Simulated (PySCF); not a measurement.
C2H6Se. Atoms are numbered in the order given.

```xyz
9

C      1.4637     0.0000     0.8255
Se     0.0000     0.0000    -0.4777
C     -1.4637     0.0000     0.8255
H      1.4253     0.9075     1.4588
H      2.4092     0.0000     0.2506
H      1.4253    -0.9075     1.4588
H     -1.4253     0.9075     1.4588
H     -2.4092     0.0000     0.2506
H     -1.4253    -0.9075     1.4588
```
Charge 0, spin multiplicity 1.

Geometry: PBE-D3(BJ)/def2-SVP.

Level of theory: TDA-ωB97X/def2-SVPD in PySCF.

Vertical excitations.  State labels are in the subgroup C2v.

Computed UV-visible absorptions:
| state | symmetry | energy (eV) | λ (nm) | f | main pairs |
|---|---|---|---|---|---|
| S1 | A2 | 4.78 | 259 | 0.000 | HOMO→LUMO 77 %, HOMO→LUMO+4 17 % |
| S2 | B2 | 5.88 | 211 | 0.042 | HOMO→LUMO+2 69 %, HOMO→LUMO+1 17 %, HOMO→LUMO+5 12 % |
| S3 | B2 | 6.29 | 197 | 0.021 | HOMO→LUMO+1 67 %, HOMO→LUMO+2 24 % |
| S4 | A1 | 7.11 | 174 | 0.071 | HOMO→LUMO+3 98 % |
| S5 | A2 | 7.44 | 167 | 0.000 | HOMO→LUMO+4 70 %, HOMO→LUMO 20 % |
| S6 | B2 | 7.46 | 166 | 0.016 | HOMO→LUMO+5 73 % |
| S7 | B1 | 7.95 | 156 | 0.068 | HOMO−1→LUMO 64 %, HOMO→LUMO+9 20 % |
| S8 | B2 | 8.14 | 152 | 0.135 | HOMO→LUMO+6 88 % |
| S9 | A1 | 8.57 | 145 | 0.175 | HOMO−1→LUMO+2 45 %, HOMO−1→LUMO+1 35 %, HOMO−1→LUMO+5 10 % |
| S10 | A1 | 8.66 | 143 | 0.011 | HOMO→LUMO+8 95 % |
| T1 | A2 | 4.33 | 286 | 0 | HOMO→LUMO 71 %, HOMO→LUMO+4 22 % |
| T2 | B2 | 5.27 | 235 | 0 | HOMO→LUMO+1 44 %, HOMO→LUMO+5 24 %, HOMO→LUMO+2 14 %, HOMO→LUMO+6 11 % |
| T3 | B2 | 6.12 | 203 | 0 | HOMO→LUMO+2 79 %, HOMO→LUMO+1 14 % |
| T4 | B1 | 6.73 | 184 | 0 | HOMO−1→LUMO 66 %, HOMO−1→LUMO+4 23 % |
Triplets are in the Tamm–Dancoff approximation.
